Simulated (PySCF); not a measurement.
**Nonlinear optical response: thiosalicylic acid, C$_{7}$H$_{6}$O$_{2}$S**

Geometry:
```tsv
atom	x (Å)	y (Å)	z (Å)
O1	2.556	-0.727	-1.167
C2	1.968	-0.029	-0.380
O3	2.644	0.859	0.375
C4	0.497	-0.081	-0.162
C5	-0.143	-1.076	-0.925
C6	-1.509	-1.284	-0.869
C7	-2.279	-0.477	-0.028
C8	-1.676	0.511	0.732
C9	-0.287	0.736	0.689
S10	0.228	2.052	1.740
H11	3.575	0.771	0.117
H12	0.493	-1.683	-1.572
H13	-1.974	-2.066	-1.472
H14	-3.361	-0.618	0.037
H15	-2.286	1.139	1.387
H16	1.548	1.982	1.488
```

Theory: quadratic response CAM-B3LYP/aug-cc-pVDZ first hyperpolarisability, Taylor convention, gas phase (PySCF 2.14.0). Geometry: PBE0-D3(BJ)/def2-SVP.

(1) Give β for the processes computed.

(2) Which lowest excitations, dipole and polarisabilities go with it?

## Answers

(1) In au, Taylor convention; the vector part is βᵢ = ⅓ Σⱼ (βᵢⱼⱼ + βⱼᵢⱼ + βⱼⱼᵢ); β∥ is 3/5 of the vector part along the dipole, the dipole points from − to +:
```csv
process,λ (nm),β vector norm,β∥,β HRS,depolarisation ratio
"static β(0;0,0)",∞,200.9,106.0,126.9,2.34
"second harmonic β(−2ω;ω,ω)",1907,238.9,126.3,139.9,2.54
"Pockels β(−ω;ω,0)",1907,212.7,112.3,–,–
"second harmonic β(−2ω;ω,ω)",1064,359.0,190.4,181.1,3.16
"Pockels β(−ω;ω,0)",1064,241.9,127.9,–,–
```

(2) S1 4.33 eV (f = 0.101); S2 5.18 eV (f = 0.070); S3 5.30 eV (f = 0.002); dipole 0.80 D; isotropic α 112.6 au static, 113.1 au at 1907 nm, 114.3 au at 1064 nm, 114.8 au at 953.5 nm, 120.5 au at 532 nm.
